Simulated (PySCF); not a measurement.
How methods differ on the ionisation energy of Sn⁺

Sn⁺ [Kr] 4d10 5s2 5p1 (2P) → Sn²⁺ [Kr] 4d10 5s2 (1S), as a difference of total energies. Calculation: PySCF 2.14, in aug-cc-pVTZ-DK3; the spin-free X2C one-electron Hamiltonian (Gaussian nucleus). Correlated levels: valence: [Kr] 4d10 frozen. The calculations carry no spin-orbit coupling.

Order these methods by the ionisation energy they give, lowest first.
A. wB97M-V
B. r2SCANh
C. LDA
D. SCS-MP2 (valence)

D (13.935 eV), A (14.204 eV), B (14.370 eV), C (14.400 eV).

Errors of the correlated levels include the incompleteness of this basis and the frozen core.

For comparison: 14.282 eV (measured; NIST levels, between the centres of gravity of the two terms).
